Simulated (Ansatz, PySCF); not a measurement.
GeHClBr2, SMILES [Cl][GeH]([Br])[Br].

Geometry optimised at B3LYP-D3(BJ)/def2-SVP.

Vertical ionisation energy (IE) and electron affinity (EA) in eV. Rows of orbital energies are one-electron estimates. Where ΔSCF, EOM or ADC give a negative EA the extra electron is unbound and the value depends on the basis.

```
level                                                                   IE    EA
-------------------------------------------------------------------  -----  ----
−ε(HOMO), −ε(LUMO), M06-2X/def2-TZVP (PySCF)                          9.98  1.00
−ε(HOMO), −ε(LUMO), PBE/def2-TZVP (PySCF)                             7.45  3.02
ΔSCF, PBE0/def2-SVPD (Ansatz), final states of multiplicity 2 and 2  10.75  0.63
ΔSCF, PBE/def2-SVPD (Ansatz), final states of multiplicity 2 and 2   10.24  0.74
```

Question: What vertical singlet–triplet gap does ΔSCF give with PBE0/def2-SVPD (Ansatz, a program for electronic structure) and with PBE/def2-SVPD (Ansatz)? (Estimate from the structure and the level; the computed values follow.)

Answer: 4.96 and 4.44 eV (triplet above singlet where positive).
